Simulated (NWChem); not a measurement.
# HSeSI; SMILES S[Se]I

```xyz
4

Se     0.7258    -1.0282     0.0037
I     -0.1184     1.3856     0.0064
S     -1.0692    -2.2596     0.0513
H     -1.2943    -2.3242    -1.2844
```
Atoms are numbered in this order, from 1.

Program: NWChem. Pople sets run with spherical d functions. Coordinates come from a PBE0/def2-SVP (def2 core potentials past Kr) optimisation.

For level B3LYP/STO-3G, non-relativistic:

| Property | Result |
|---|---|
| highest occupied level (eV) | -3.90 |
| orbital gap (eV) | 4.44 |
| dipole (D) | 2.02 |

Q: How do the values read with level B3LYP/6-311G**, non-relativistic instead?

A: The highest occupied level (eV) comes out as -6.64 and the orbital gap (eV) is 3.45. The dipole (D) is 1.33.
